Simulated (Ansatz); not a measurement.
A nudged elastic band was laid between two geometries of ClF3Ti + H2 (7 atoms, charge 0, multiplicity 1).

The calculation used RKS BLYP-D4/def2-mTZVP (Ansatz 0.2.0).

```
movable images  : 7
climbing image  : yes
spring          : 5.0 eV/Å²
optimiser       : quadratic models (default)
start path      : through a guess of the saddle point
force threshold : 0.05 eV/Å
iteration limit : 60
end points      : relaxed
```

Initial state:

```xyz
7
Properties=species:S:1:pos:R:3
Ti 0.445 0.000 0.012
Cl 0.704 0.000 2.209
F 2.040 0.000 -0.765
F -0.445 1.450 -0.489
F -0.446 -1.450 -0.489
H -3.054 -0.001 1.000
H -2.735 0.001 1.675
```

Final state:

```xyz
7
Properties=species:S:1:pos:R:3
Ti -0.101 0.001 -0.664
Cl -1.650 -0.001 3.722
F 1.659 0.000 -0.482
F -0.726 1.479 -1.409
F -0.727 -1.479 -1.405
H -0.715 0.003 0.928
H -1.231 -0.003 2.464
```

Task: What changes between the two ends?

Result: Bonds broken: Ti1–Cl2, H6–H7. Bonds formed: Ti1–H6, Cl2–H7. ClF3Ti + H2 becomes ClH + F3HTi.

Task: What energy profile does the band end with?

Result: The forces met the threshold. The highest image is number 4 of 0 to 8, 47.6 kcal/mol above the first end and 5.8 kcal/mol above the last; the last end lies 41.8 kcal/mol above the first. A vibrational analysis at the climbing image gives 2 clearly imaginary modes (182i, 71i cm⁻¹): a point of higher order, so a lower path passes nearby. The orbitals stay closed-shell, which can raise the energy where a bond breaks towards radicals; this wasn't checked here.

```csv
image,path coordinate (Å),energy (kcal/mol),Ti1–Cl2 (Å),H6–H7 (Å),Ti1–H6 (Å)
0,0.00,0.0,2.21,0.75,3.64
1,0.77,0.9,2.22,0.75,3.00
2,1.54,7.9,2.27,0.75,2.41
3,2.31,30.9,2.55,0.82,2.00
4,3.08,47.6,3.07,1.21,1.77
5,3.75,44.0,3.69,1.51,1.72
6,4.42,42.2,4.26,1.65,1.71
7,5.09,41.9,4.53,1.63,1.71
8,5.76,41.8,4.65,1.62,1.71
```

Task: What is the geometry of the highest image?

Result: 
```xyz
7
Properties=species:S:1:pos:R:3:forces:R:3
Ti -0.373 0.002 -0.234 -0.01 -0.01 0.01
Cl -0.030 -0.014 2.820 -0.02 0.00 -0.02
F 1.389 0.008 0.025 0.00 0.00 0.00
F -0.791 1.445 -1.161 0.00 0.01 0.00
F -0.789 -1.451 -1.144 0.00 -0.01 0.00
H -1.741 0.012 0.892 0.00 0.00 -0.01
H -1.157 -0.001 1.956 0.03 0.00 0.03
```

The band took 15 iterations and about 11 core-minutes.

Run time: 3.1 min on 4 threads of Arm Neoverse V1 (shared host), peak memory 0.18 GiB.
